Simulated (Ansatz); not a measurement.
Harmonic frequencies (cm⁻¹) at PBE0-D4/def2-TZVP from Ansatz: 45, 116, 191, 217, 245, 270, 379, 532, 559, 646, 712, 728, 838, 866, 926, 953, 1094, 1137, 1195, 1361, 1637, 2239, 2256, 2686, 3062, 3499, 3592.

Each molecule was computed in one conformer, which needn't be the lowest.

(1) Which molecule is it?
A. `CO[CH2][AlH][OH]`
B. `NC(S)[SiH2]Cl`
C. `CS[SiH](N)Cl`
D. `C[Si]1(O)[BH][AlH]1`

Answers

(1) B.
